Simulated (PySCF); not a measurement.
SnBr, SMILES [Br][Sn] (connectivity only; charge and spin as stated), neutral, multiplicity 2.

Coordinates come from a B3LYP-D3(BJ)/def2-TZVP optimisation. The multiplicity is an assumed one; other spin states were not compared. The def2 effective core potentials stand for the cores of Sn; spin–orbit coupling is left out.

Two levels are set side by side: PBE/def2-TZVPD (PySCF) and B3LYP/def2-TZVPD (PySCF). Same geometry, gas phase. Differences are taken from unrounded values.

```tsv
quantity	B3LYP
α-spin orbital gap (eV)	1.34
β-spin orbital gap (eV)	4.74
dipole moment (D)	2.68
```

Problem. What does PBE give, and how far is it from B3LYP? (The exact figures need the calculation; the answer reports its results.)

Solution. 
| quantity | PBE | PBE minus B3LYP |
|---|---|---|
| α-spin orbital gap (eV) | 0.11 | -1.23 |
| β-spin orbital gap (eV) | 3.42 | -1.33 |
| dipole moment (D) | 2.43 | -0.25 |

Rough cost on one machine, each run with all the roots and properties that it gave: B3LYP against PBE within a factor of 2.
